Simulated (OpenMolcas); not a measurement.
N.

```json
{
  "Program": "OpenMolcas 26.06",
  "Basis": "ANO-RCC-VQZP [5s4p3d2f1g]",
  "Scalar Hamiltonian": "DKH2, point nucleus",
  "Active space": "3 electrons in 9 orbitals (RAS2 2p; RAS3 3s 3d, at most 1 electron)",
  "State averaging": "2S+1 = 4 odd, 1 root; 2S+1 = 2 odd, 8 roots; 2S+1 = 4 even, 3 roots; 2S+1 = 2 even, 8 roots",
  "Spin-orbit coupling": "RASSI with atomic mean-field integrals over the reference wave functions, term energies averaged over their components"
}
```

Two sets of levels on these reference wave functions, in cm-1 above 2s2 2p3 4S* 3/2: one from RASSCF and one from SS-RASPT2, IPEA 0.25 Eh, imaginary shift 0.1 Eh (closed shells correlated: 1s 2s).

```
            Level   Set 1   Set 2
  2s2 2p3 4S* 3/2     0.0     0.0
  2s2 2p3 2D* 3/2   19330   23010
  2s2 2p3 2D* 5/2   19330   23010
  2s2 2p3 2P* 1/2   32800   37990
  2s2 2p3 2P* 3/2   32800   37990
2s2 2p2 3s 4P 1/2   97770   96940
2s2 2p2 3s 4P 3/2   97820   96990
2s2 2p2 3s 4P 5/2   97890   97060
2s2 2p2 3s 2P 1/2  103220  103130
2s2 2p2 3s 2P 3/2  103310  103220
```

Task: Which set is which?

Result: Set 1 is SS-RASPT2. Its levels of the other terms of 2s2 2p3 lie at 0.84 to 0.86 of the other set's values, as expected, since terms of lower spin or lower L gain more correlation energy than the Hund ground term. Against 9 measured levels (NIST Handbook of Basic Atomic Spectroscopic Data) the mean absolute deviation is 9500 cm-1 with it and 11000 cm-1 without; single levels miss by up to 17000 cm-1 with it.

Term energies are means over components that CASPT2 splits; among the terms shown or strongly mixed into the levels shown the widest spread is 170 cm-1 (2s2 2p3 2D*, SS-RASPT2). ANO sets are built for valence states and can reach diffuse excited orbitals poorly. With the s shell closed, the reference lacks s² → p² mixing. No level of 2s2 2p2 3d was computed, though it lies in the active space. Without dynamic correlation excited terms often stand tens of per cent too high (terms of higher spin than the ground term too low), and those without a measured partner can miss by more than the paired ones (holds for RASSCF). Computed and measured levels are paired by configuration, term and J; levels that our copy of the source lacks, or whose pairing is in doubt (as where it misses far off the trend of its configuration), stay unpaired and out of the deviations. Only configurations of the active space appear. The table leaves out levels that lie high or whose names do not pair safely across all columns.

* marks odd parity.
